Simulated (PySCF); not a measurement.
# ORD: `CC=C=C(C)OC`, C6H10O

Geometry (Å), atoms numbered from 1 in this order:
```xyz
17

C    -3.075   -0.302   -0.013
C    -1.711   -0.513   -0.599
C    -0.578   -0.193   -0.023
C     0.527    0.174    0.596
C     1.153    1.525    0.416
O     1.101   -0.679    1.502
C     2.486   -0.870    1.402
H    -3.687    0.344   -0.665
H    -3.018    0.161    0.982
H    -3.612   -1.261    0.080
H    -1.675   -0.981   -1.595
H     2.147    1.462   -0.056
H     0.519    2.156   -0.220
H     1.280    2.020    1.393
H     2.758   -1.627    2.150
H     2.780   -1.243    0.403
H     3.062    0.049    1.617
```

The calculation used TDDFT CAM-B3LYP/aug-cc-pVDZ circular dichroism and optical rotation, one conformer, gas phase (PySCF). Geometry: PBE0-D3(BJ)/def2-SVP.

No stereocentre is labelled: unless the shape is locked (an allene, a helicene, a hindered biaryl), the mirror image is equally populated and a measured rotation or CD is zero.

(1) Give the optical rotatory dispersion at 633, 589.3, 546, 436, 405, 365, 355 nm.

(2) And for the mirror image at 589.3 nm?

(3) What is the molar rotation [Φ] = [α]·M/100 of the geometry above at 589.3 nm?

Results:

(1) [α] in deg dm⁻¹ (g/mL)⁻¹:
```csv
λ (nm),origin-invariant length gauge,modified velocity gauge,length gauge (centre of mass),isotropic polarisability (au)
633,+176.4,+165.7,+176.2,90.4
589.3,+202.8,+190.2,+202.6,90.9
546,+234.6,+219.5,+234.3,91.5
436,+344.4,+317.9,+344.0,94.2
405,+376.1,+343.6,+375.6,95.5
365,+385.4,+340.9,+384.8,97.8
355,+371.5,+322.8,+370.9,98.5
```

(2) -202.8 deg dm⁻¹ (g/mL)⁻¹ (origin-invariant length gauge): the same size and the opposite sign.

(3) With M = 98.14 g/mol, +199.0 deg cm² dmol⁻¹ (origin-invariant length gauge).

The first excitation lies at 5.14 eV (241 nm) with R = -30.1 × 10⁻⁴⁰ esu² cm² (velocity form).
